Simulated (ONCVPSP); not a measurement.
# What one change does to a pseudopotential (Se, ONCV)

```
Element                 : selenium (Se)
Generator               : ONCVPSP 4.0.1
Type                    : optimised norm-conserving Vanderbilt (ONCV)
Functional              : LDA (Perdew-Wang 92)
Relativity              : scalar-relativistic
Frozen core             : [Ar] 3d10
Valence charge          : 6
Reference configuration : 4s2 4p1 (charge +3)
Partial waves           : 4s: rc 1.15 bohr, ncon 3, nbas 8, qcut 6.3 1/bohr, 2 projectors, debl 1.8 Ha; 4p: rc 1.45 bohr, ncon 3, nbas 7, qcut 6.7 1/bohr, 1 projector; d scattering state at 0.41 Ha: rc 1.15 bohr, ncon 4, nbas 7, qcut 7 1/bohr, local
Local potential         : the d channel
Core correction         : polynomial model core, fcfact 0.6
```

In the s channel the program set the typed energies aside and used -1.826, 0.250 Ha.

Change: p: rc 1.76.

Cutoffs: the cutoffs (Ha) at which the residual kinetic energy of the hardest occupied pseudo-wave falls to 1 and 0.1 mHa per electron; they do not see the model core or the augmentation charge, which bear on the density cutoff. Errors are all-electron minus pseudo energies relative to the spin-unpolarised reference configuration.

Q: What does the change do?

A: The potential gets neither clearly harder nor softer (71 Ha and 166 Ha → 71 Ha and 166 Ha); both files keep a bound ghost (p, s); of the 4 tests that both files solve, the error grows in 2 and shrinks in 1 by more than 15 % and 0.3 meV (median size 6.6 → 7.5 meV).

```csv
quantity,base,changed
"cutoff, loose",71 Ha,71 Ha
"cutoff, tight",166 Ha,166 Ha
loose cutoff by channel,"s 71 Ha, p 13 Ha","s 71 Ha, p 13 Ha"
bound ghosts,"s, p","s, p"
GHOST(+) flags under 300 eV,s at 39.4 eV,s at 39.4 eV
"error for 4s2 4p4, meV [ΔE -62.71 eV]",-6.6,-7.6
"error for 4s2 4p3, meV [ΔE -51.71 eV]",-6.5,-7.3
"error for 4s2 4p2, meV [ΔE -31.15 eV]",-1.4,-1.9
"error for 4s1 4p5, meV [ΔE -51.77 eV]",+10.0,+8.2
s: phases at 1.17 bohr within 0.05 rad from the reference energy up to (Ha; the scan ends near 5),1.3,1.3
d: phases at 1.17 bohr within 0.05 rad from the reference energy up to (Ha; the scan ends near 5),0.9,0.9
"rms error of d²Exc/dni dnj with the model core, mHa",0.73,0.74
```

 A true bound ghost makes a file unfit for plane-wave use even where its test errors are small: the radial tests pick states by their node count and pass the ghost by.
